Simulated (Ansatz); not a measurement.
Wavefunction ladder for `C=N[SiH](S)S`

Z-matrix (Å, degrees):
```
Si
N 1 1.734
S 1 2.127 2 106.7
S 1 2.127 2 106.5 3 -125.3
H 1 1.487 2 116.5 3 117.3
C 2 1.258 1 125.8 3 -117.2
H 3 1.345 1 93.2 2 -44.7
H 4 1.345 1 93.1 2 43.4
H 6 1.096 2 120.1 1 -180.0
H 6 1.100 2 124.3 1 0.0
```

Charge 0, multiplicity 1. All single points use the PBE0-D4/def2-TZVP geometry. It is one conformer, not always the lowest. Frozen core, restricted reference, Ansatz. CBS rows extrapolate triple and quadruple zeta; past MP2 they add the triple-zeta difference.

| basis | HF (Eh) | MP2 corr. |
| --- | --- | --- |
| def2-SVP | -1178.86461 | -0.64717 |
| def2-TZVPP | -1179.35986 | -0.83177 |
| def2-QZVPP | -1179.39577 | -0.89755 |

Estimate the CCSD correlation energy and the (T) correction in each basis where they were run (hartree).


```json
{"basis": "def2-SVP", "CCSD corr.": "-0.70597", "(T)": "-0.02328"}
{"basis": "def2-TZVPP", "CCSD corr.": "-0.88740", "(T)": "-0.04187"}
{"basis": "CBS(def2)", "CCSD corr.": "-1.00190", "(T)": "as TZ"}
```
